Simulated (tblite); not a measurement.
Compound: C3H11NPSi (doublet state).
Geometry (GFN2-xTB, Å), atoms numbered from 1 in this order:
```
atom  x, y, z in Å
C1    -2.4946   -0.2498    0.9434
C2    -2.0451    0.0795   -0.4934
C3    -0.7136    0.7283   -0.5357
N4     0.4287   -0.0214   -0.4764
Si5    2.0389    0.5405   -0.2279
P6     3.1998   -1.3712   -0.1776
H7    -3.4675   -0.7361    0.9344
H8    -2.5644    0.6616    1.5316
H9    -1.7770   -0.9134    1.4204
H10   -2.7870    0.7401   -0.9475
H11   -2.0192   -0.8508   -1.0695
H12   -0.5999    1.7729   -0.3147
H13    0.2668   -1.0083   -0.6305
H14    2.1220    1.3417    1.0062
H15    2.5095    1.3994   -1.3300
H16    3.4963   -1.3220    1.1713
H17    4.3994   -0.7790   -0.5150
```

Calculated harmonic vibrations of the isolated species, GFN2-xTB (tblite), most abundant isotopes, no scaling. Against measured fundamentals such values can be off by several per cent, at times by over 20. Modes of hydrogen on phosphorus and silicon can be 10 to 20 % off. One conformer, not necessarily the lowest. Open shells enter through the occupations alone, without spin polarisation, and single modes of such species can be off by tens of per cent.

Harmonic wavenumbers (cm⁻¹): 38.0, 50.6, 65.4, 99.4, 137.3, 195.8, 253.3, 281.1, 376.7, 428.9, 439.6, 503.0, 509.9, 600.3, 671.7, 695.6, 716.9, 790.9, 824.2, 871.7, 944.8, 1030.3, 1058.0, 1122.3, 1155.6, 1210.8, 1241.3, 1288.7, 1308.1, 1394.9, 1433.3, 1475.7, 1496.3, 1502.8, 2110.2, 2159.5, 2316.2, 2404.9, 2940.3, 2969.1, 3026.5, 3035.0, 3043.5, 3135.3, 3401.3.

A = 5183, B = 834.2, C = 773.1 MHz; mass 120.040 u (most abundant isotopes); point group C1, symmetry number 1; spin multiplicity 2.

**Question.** What is the zero-point energy?

**Answer.** Half the sum of the wavenumbers: 28378 cm⁻¹ = 339.47 kJ/mol.

**Question.** Give the ideal-gas entropy at 200 K and 1 bar in the rigid-rotor, harmonic-oscillator model (classical rotation).

**Answer.** Translation 160.27, rotation 116.17, vibration 94.53, spin (R ln 2) 5.76: S = 376.7 J/(mol K).

**Question.** And Cp and H(200 K) − H(0)?

**Answer.** Cp = 121.93 J/(mol K), of which vibrations give 88.67 (their classical limit is 45 R = 374.2); H(200 K) − H(0) = 16.26 kJ/mol without the zero-point energy, 9.61 from vibrations.

**Question.** How do the functions run with temperature in this model?

**Answer.** 
| T (K) | S (J/(mol K)) | Cp (J/(mol K)) | H − H(0) (kJ/mol) | G − H(0) (kJ/mol) | ln q(vib) |
| --- | --- | --- | --- | --- | --- |
| 50 | 257.2 | 62.4 | 2.33 | -10.52 | 0.92 |
| 100 | 307.1 | 83.3 | 6.00 | -24.72 | 2.56 |
| 298.15 | 432.3 | 158.7 | 30.05 | -98.85 | 8.34 |
| 373.15 | 470.8 | 184.6 | 42.94 | -132.74 | 10.35 |
| 500 | 530.2 | 221.8 | 68.80 | -196.29 | 13.61 |
| 750 | 630.9 | 274.8 | 131.34 | -341.83 | 19.59 |
| 1000 | 715.2 | 310.4 | 204.77 | -510.38 | 25.01 |

q(vib) and H(0) count from the zero-point level.

**Question.** What must be added to the electronic energy to get the Gibbs energy at 200 K and 1 bar?

**Answer.** ZPE + [H(200 K) − H(0)] − T·S = 339.47 + 16.26 − 75.35 = 280.38 kJ/mol.

Hindered rotation and anharmonicity are outside this model. Other conformers, if any are populated, would add a mixing term that is left out. The structure is chiral; the term R ln 2 for an equal mix with its mirror image is left out.
